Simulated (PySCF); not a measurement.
Species: C5H5F3N2.
SMILES with atom numbers: `[F:1][C:2]([F:3])([F:4])[CH2:5][c:6]1[n:7][cH:8][cH:9][nH:10]1` (hydrogens: H11, H12 on C5; H13 on C8; H14 on C9; H15 on N10)

Structure used (GFN2-xTB), in Å, numbered top down from 1:
```xyz
15
C5H5F3N2 angstrom
F     -3.367   -0.106   -0.251
C     -2.111    0.111    0.163
F     -1.977   -0.566    1.322
F     -2.022    1.407    0.473
C     -1.090   -0.329   -0.871
C      0.304   -0.039   -0.425
N      1.155    0.701   -1.082
C      2.296    0.705   -0.346
C      2.129   -0.046    0.781
N      0.851   -0.526    0.721
H     -1.242   -1.399   -1.045
H     -1.274    0.217   -1.796
H      3.157    1.250   -0.675
H      2.787   -0.274    1.593
H      0.399   -1.099    1.416
```

Method: TDDFT B3LYP/def2-SVPD, vertical, gas phase, core orbitals frozen in the response in PySCF.

Computed states:

```
state  E (eV)       f
   S1    5.89   0.027
   S2    6.30   0.168
   S3    6.38  0.0021
   S4    6.83   0.020
   S5    6.99   0.016
   S6    7.06   0.015
   S7    7.19   0.043
   S8    7.48  0.0041
```

Each state is given a Gaussian of 0.4 eV full width at half maximum, with ε(max) = 2.175×10⁸ f / Δν̃ (Δν̃ the width in cm⁻¹). The width is an assumption, not a result. The curve ends short of the highest state used, and states not computed would add to its high-energy end.

(1) Give the broadened spectrum and its maxima.

(2) Does any computed singlet lie in the visible range?

(3) Coming from long wavelengths, where does ε first pass 100 L mol⁻¹ cm⁻¹?

(4) On this curve, what absorbance would a 10⁻⁴ mol/L sample give at 222 nm over a 1 cm path?

## Answers

(1) 
λ (nm), ε (L mol⁻¹ cm⁻¹) and a bar:
```
    180.2       3319 #########
    181.4       2877 #######
    182.7       2469 ######
    183.9       2220 ######
    185.2       2172 ######
    186.5       2447 ######
    187.7       3054 ########
    189.0       4120 ###########
    190.3       5556 ##############
    191.5       7089 ##################
    192.8       8767 #######################
    194.0      10116 ##########################
    195.3      11141 #############################
    196.6      11561 ##############################
    197.8      11373 ##############################
    199.1      10618 ############################
    200.4       9450 #########################
    201.6       8185 #####################
    202.9       6798 ##################
    204.1       5634 ###############
    205.4       4580 ############
    206.7       3767 ##########
    207.9       3207 ########
    209.2       2760 #######
    210.5       2419 ######
    211.7       2154 ######
    213.0       1890 #####
    214.3       1630 ####
    215.5       1392 ####
    216.8       1140 ###
    218.0        923 ##
    219.3        711 ##
    220.6        529 #
    221.8        392 #
    223.1        274 #
    224.4        186 
    225.6        127 
    226.9         81 
    228.1         52 
    229.4         32 
    230.7         19 
    231.9         11 
    233.2          6 
    234.5          3
```

Maxima: 197 nm (6.30 eV), ε about 12000, made up of S2 (98%) (ε in L mol⁻¹ cm⁻¹; maxima over ε = 5, shares over 10%). At its high-energy end, 6.88 eV, the curve is still rising (ε about 3300, from S4, S5, S6 and S7).

(2) No computed singlet lies in the visible range (380 to 750 nm); the lowest, at 211 nm, stands 2.63 eV above its violet end (3.26 eV).

(3) At about 226 nm (5.48 eV), 0.41 eV below S1.

(4) 222 nm is 5.585 eV, where ε is about 370 L mol⁻¹ cm⁻¹, so A = ε c l ≈ 0.037 (Beer–Lambert, with the gas-phase spectrum and the assumed width).

The run took 65 s wall on one thread of an Arm Neoverse V1, shared host.

One conformer stands for the species.
